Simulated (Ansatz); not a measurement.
One change: `[NH2][GeH2][SiH](N)O` becomes `N[SiH2][GeH2][NH2]`.

Ansatz, PBE0-D4/def2-TZVP geometries, multiplicity 1. Each molecule was computed in one conformer, which needn't be the lowest.

Scalar relativity is left out up to krypton.

```
                                          property  `[NH2][GeH2][SiH](N)O`
                 HOMO energy (PBE/def2-TZVPP) / eV                   -5.54
             HOMO–LUMO gap (B3LYP/def2-TZVPP) / eV                    6.73
             LUMO energy (ωB97M-V/def2-TZVPP) / eV                    1.82
size of the dipole moment (ωB97M-V/def2-TZVPP) / D                    2.67
             HOMO energy (ωB97M-V/def2-TZVPP) / eV                   -9.30
                LUMO energy (PBE0/def2-TZVPP) / eV                    0.27
```

(1) Give the same properties after the change, and the shifts. (Estimate.)

## Answers

(1) Computed: 
```tsv
property	`N[SiH2][GeH2][NH2]`	shift
HOMO energy (PBE/def2-TZVPP) / eV	-5.44	0.10
HOMO–LUMO gap (B3LYP/def2-TZVPP) / eV	6.19	-0.54
LUMO energy (ωB97M-V/def2-TZVPP) / eV	1.52	-0.30
size of the dipole moment (ωB97M-V/def2-TZVPP) / D	2.18	-0.49
HOMO energy (ωB97M-V/def2-TZVPP) / eV	-8.85	0.45
LUMO energy (PBE0/def2-TZVPP) / eV	-0.06	-0.33
```

With PBE0 the HOMO rises by 0.27 eV and the LUMO falls by 0.33 eV, so the gap narrows by about 0.60 eV. PBE moves the HOMO by 0.10 eV and ωB97M-V by 0.45 eV. Dipoles are sizes alone; their direction can turn.

B3LYP here is the variant with VWN-RPA as its local correlation; programs differ in this.
